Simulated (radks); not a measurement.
Question: Spherical quantum dot in the effective-mass picture: electrons in a hard-walled sphere of radius 10.8, all in effective atomic units (hartree* = m*/eps^2 hartree, bohr* = eps/m* bohr), one dielectric constant everywhere. Calculated with a radial shooting solver with Libxc functionals: non-relativistic Kohn-Sham, LDA (Slater exchange, Perdew-Wang correlation), spin-polarised, spherical densities. Levels are named by radial order and angular momentum (1s, 1p, 1d, 2s, ...), and open shells are averaged over m. Results are scaled to m* = 0.057 and eps = 10.6, for which hartree* = 13.8 meV and bohr* = 9.841 nm. At N = 14 the configuration is 1s2 1p6 1d(up 5, down 1). Does electron 15 go into 1f down or 1d down or 1f up?

Answer: Into 1d down. The total energies of the other choices lie higher by 0.431 meV (1f up), 0.657 meV (1f down).
